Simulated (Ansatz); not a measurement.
Question: Name a neutral molecule of Cl, Ge, O, Si and H with size of the dipole moment (B3LYP/def2-TZVPP) between 0.90 and 1.20 D and HOMO–LUMO gap (PBE/def2-TZVPP) between 5.65 and 5.95 eV (Ansatz, PBE0-D4/def2-TZVP geometry).

Answer: `[OH][Ge]([OH])([SiH3])[Cl]` (1.15 D, 5.76 eV). Other molecules can fit too; these were computed, each in one conformer that needn't be the lowest.

B3LYP here is the variant with VWN-RPA as its local correlation; programs differ in this.
